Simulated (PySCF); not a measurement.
## Br²⁺ (bromine, charge +2) across methods

[Ar] 3d10 4s2 4p3, high-spin 4S determinant. Calculation: PySCF 2.14, in aug-cc-pwCVTZ-PP with ECP10MDF; scalar relativity through the core potential.

| method | E (hartree) | mean ε 4s α (eV) | mean ε 4s β (eV) | mean ε 4p α (eV) | Σ⟨r²⟩ (bohr²) | ⟨S²⟩ |
| --- | --- | --- | --- | --- | --- | --- |
| PBE0 | -415.5734 | -45.723 | -41.049 | -31.018 | 24.55 | 3.750 |
| MN15 | -416.2541 | -45.840 | -41.350 | -31.437 | 24.80 | 3.750 |
| PBE | -415.6055 | -42.980 | -39.757 | -29.346 | 24.59 | 3.750 |
| PW91 | -415.7412 | -43.067 | -39.877 | -29.405 | 24.58 | 3.750 |
| LC-wPBE | -415.6563 | -49.036 | -44.309 | -33.958 | 24.54 | 3.751 |
| LDA | -415.0020 | -43.109 | -40.308 | -29.365 | 24.58 | 3.750 |
| UHF | -414.35477 | -53.006 | -43.384 | -35.193 | 24.68 | 3.751 |
| r2SCAN | -415.4699 | -44.239 | -39.870 | -29.998 | 24.45 | 3.750 |

Question: Estimate the same row for TPSSh.

Answer: E (hartree) = -415.5229; mean ε 4s α (eV) = -44.407; mean ε 4s β (eV) = -40.078; mean ε 4p α (eV) = -30.205; Σ⟨r²⟩ (bohr²) = 24.55; ⟨S²⟩ = 3.751.

Energies and moments cover only the electrons outside the core potential.
